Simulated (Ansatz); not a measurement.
A nudged elastic band was laid between two geometries of H2S + H8N4Si (16 atoms, charge 0, multiplicity 1).

Theory: RHF/6-31G* in Ansatz 0.2.0.

```yaml
movable_images: 7
climbing_image: yes
spring: 5.0 eV/Å²
optimiser: quadratic models (default)
start_path: through a guess of the saddle point
force_threshold: 0.03 eV/Å
iteration_limit: 60
end_points: relaxed
```

Image 0:

```xyz
16
Properties=species:S:1:pos:R:3
Si -0.159 0.283 -0.091
N -0.051 -0.235 1.561
H -0.906 -0.394 2.054
H 0.605 0.234 2.152
N 1.491 0.349 -0.570
H 2.128 -0.368 -0.293
H 1.736 0.725 -1.461
N -0.772 1.820 -0.548
H -1.750 2.009 -0.512
H -0.229 2.646 -0.411
N -1.300 -0.819 -0.754
H -1.266 -1.788 -0.517
H -1.639 -0.687 -1.684
S 1.348 -3.681 1.252
H 1.357 -4.095 2.512
H 0.854 -2.477 1.525
```

Image 8:

```xyz
16
Properties=species:S:1:pos:R:3
Si -0.165 -0.916 -0.461
N 0.871 1.113 2.634
H 0.610 0.385 3.274
H 1.353 1.816 3.163
N 1.464 -0.366 -0.560
H 2.199 -0.995 -0.803
H 1.629 0.546 -0.934
N -1.041 0.410 0.144
H -2.039 0.376 0.159
H -0.671 0.920 0.924
N -1.050 -1.448 -1.833
H -0.845 -2.316 -2.281
H -1.406 -0.774 -2.479
S 0.101 -2.697 0.742
H -1.092 -3.244 0.536
H 1.528 0.711 1.991
```

What changes between the two ends?

Bonds broken: Si1–N2, S14–H16. Bonds formed: Si1–S14, N2–H16. H2S + H8N4Si becomes H3N + H7N3SSi.

Give the energies along the band, and the barrier.

It converged. The highest image is number 4 of 0 to 8, 1.08 eV above the first end and 1.18 eV above the last; the last end lies 0.10 eV below the first. A vibrational analysis at the climbing image gives one clearly imaginary mode, 162i cm⁻¹, and a faint second one (31i cm⁻¹) that may be numerical noise or a soft torsion: probably a first-order saddle point. The orbitals stay closed-shell, which can raise the energy where a bond breaks towards radicals; this wasn't checked here.

```json
{"image": "0", "path coordinate (Å)": "0.00", "energy (eV)": "0.00", "Si1–N2 (Å)": "1.73", "S14–H16 (Å)": "1.33", "Si1–S14 (Å)": "4.45"}
{"image": "1", "path coordinate (Å)": "1.70", "energy (eV)": "0.01", "Si1–N2 (Å)": "1.73", "S14–H16 (Å)": "1.33", "Si1–S14 (Å)": "4.48"}
{"image": "2", "path coordinate (Å)": "3.40", "energy (eV)": "0.55", "Si1–N2 (Å)": "1.75", "S14–H16 (Å)": "1.36", "Si1–S14 (Å)": "3.44"}
{"image": "3", "path coordinate (Å)": "5.09", "energy (eV)": "1.00", "Si1–N2 (Å)": "1.96", "S14–H16 (Å)": "2.60", "Si1–S14 (Å)": "2.46"}
{"image": "4", "path coordinate (Å)": "6.79", "energy (eV)": "1.08", "Si1–N2 (Å)": "2.26", "S14–H16 (Å)": "2.62", "Si1–S14 (Å)": "2.29"}
{"image": "5", "path coordinate (Å)": "8.44", "energy (eV)": "0.53", "Si1–N2 (Å)": "3.18", "S14–H16 (Å)": "2.94", "Si1–S14 (Å)": "2.19"}
{"image": "6", "path coordinate (Å)": "10.09", "energy (eV)": "0.13", "Si1–N2 (Å)": "3.72", "S14–H16 (Å)": "3.09", "Si1–S14 (Å)": "2.18"}
{"image": "7", "path coordinate (Å)": "11.75", "energy (eV)": "-0.06", "Si1–N2 (Å)": "3.96", "S14–H16 (Å)": "3.62", "Si1–S14 (Å)": "2.17"}
{"image": "8", "path coordinate (Å)": "13.40", "energy (eV)": "-0.10", "Si1–N2 (Å)": "3.84", "S14–H16 (Å)": "3.90", "Si1–S14 (Å)": "2.17"}
```

What is the geometry of the highest image?


```xyz
16
Properties=species:S:1:pos:R:3:forces:R:3
Si 0.112 -0.524 -0.055 0.00 0.00 0.00
N 0.111 -0.029 2.155 0.00 0.00 0.00
H -0.839 -0.065 2.479 0.00 0.00 0.00
H 0.425 0.919 2.243 0.00 0.00 0.00
N 1.684 -0.140 -0.633 0.00 0.00 0.00
H 2.427 -0.801 -0.631 0.00 0.00 0.00
H 1.803 0.588 -1.305 0.00 0.00 0.00
N -0.554 1.095 -0.221 0.00 0.00 0.00
H -1.533 1.266 -0.142 0.00 0.00 0.00
H -0.024 1.913 -0.006 0.00 0.00 0.00
N -1.217 -1.274 -0.855 0.00 0.00 0.00
H -1.392 -2.252 -0.854 0.00 0.00 0.00
H -1.738 -0.779 -1.547 0.00 0.00 0.00
S 0.744 -2.491 0.940 0.00 0.00 0.00
H 0.775 -3.296 -0.117 0.00 0.00 0.00
H 0.664 -0.608 2.762 0.00 0.00 0.00
```

Time of the run: 14 min on 2 threads of Arm Neoverse V1, on a shared host, peak memory 0.29 GiB.
